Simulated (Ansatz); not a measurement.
One change: `[Cl][InH][GeH3]` becomes `[AlH2][InH][Cl]`.

Ansatz, PBE0-D4/def2-TZVP geometries, multiplicity 1. 

Elements past krypton have def2 core potentials. Scalar relativity is left out up to krypton.

| property | `[Cl][InH][GeH3]` |
| --- | --- |
| HOMO energy (PBE0/def2-TZVPP) / eV | -7.68 |
| size of the dipole moment (PBE/def2-TZVPP) / D | 2.78 |
| HOMO energy (B3LYP/def2-TZVPP) / eV | -7.47 |
| HOMO–LUMO gap (PBE0/def2-TZVPP) / eV | 5.55 |
| ideal-gas entropy at 298 K and 1 bar (rigid rotor, harmonic PBE0-D4/def2-TZVP) / J/(mol·K) | 370 |
| size of the dipole moment (B3LYP/def2-TZVPP) / D | 2.92 |

**Question.** What does the change do to each property? (An estimate is asked.)

**Answer.** The calculation gave: 
| property | `[AlH2][InH][Cl]` | shift |
| --- | --- | --- |
| HOMO energy (PBE0/def2-TZVPP) / eV | -7.24 | 0.44 |
| size of the dipole moment (PBE/def2-TZVPP) / D | 3.23 | 0.45 |
| HOMO energy (B3LYP/def2-TZVPP) / eV | -7.04 | 0.43 |
| HOMO–LUMO gap (PBE0/def2-TZVPP) / eV | 4.81 | -0.74 |
| ideal-gas entropy at 298 K and 1 bar (rigid rotor, harmonic PBE0-D4/def2-TZVP) / J/(mol·K) | 352 | -18 |
| size of the dipole moment (B3LYP/def2-TZVPP) / D | 3.45 | 0.53 |

With PBE0 the HOMO rises by 0.44 eV and the LUMO falls by 0.30 eV, so the gap narrows by about 0.74 eV. PBE moves the HOMO by 0.37 eV and ωB97M-V by 0.51 eV. The zero-point energy changes by -25.5 kJ/mol with -3 modes. Dipoles are sizes alone; their direction can turn. Modes under 60 cm⁻¹, often nearly free rotors, make the harmonic entropy too high.

B3LYP here is the variant with VWN-RPA as its local correlation; programs differ in this.
